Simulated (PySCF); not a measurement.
## Li- (lithium, charge -1) across methods

[He] 2s2, closed-shell 1S. Computed with PySCF 2.14 in aug-cc-pV5Z (7s6p5d4f3g2h, 127 functions), with the non-relativistic Hamiltonian (point nucleus). The B2PLYP total includes its PT2 part (frozen core); its orbital energies are those of the SCF part.

```csv
method,E (hartree),mean ε 1s (eV),mean ε 2s (eV),Σ⟨r²⟩ (bohr²),⟨S²⟩
B2PLYP,-7.4871,-55.758,0.192,83.07,0.000
PBE,-7.4809,-47.002,0.858,81.93,0.000
PBE0,-7.4853,-51.092,0.463,77.58,0.000
HSE06,-7.4869,-50.696,0.774,78.48,0.000
r2SCAN,-7.4961,-48.702,0.806,81.95,0.000
TPSSh,-7.5093,-49.584,0.690,76.31,0.000
LDA,-7.3656,-46.330,0.801,84.77,0.000
UHF,-7.42822,-63.200,-0.393,87.29,0.000
```

The highest occupied level is positive at B2PLYP, PBE, PBE0, HSE06, r2SCAN, TPSSh, LDA: only the finite basis holds that electron, which in a density functional comes from self-interaction.
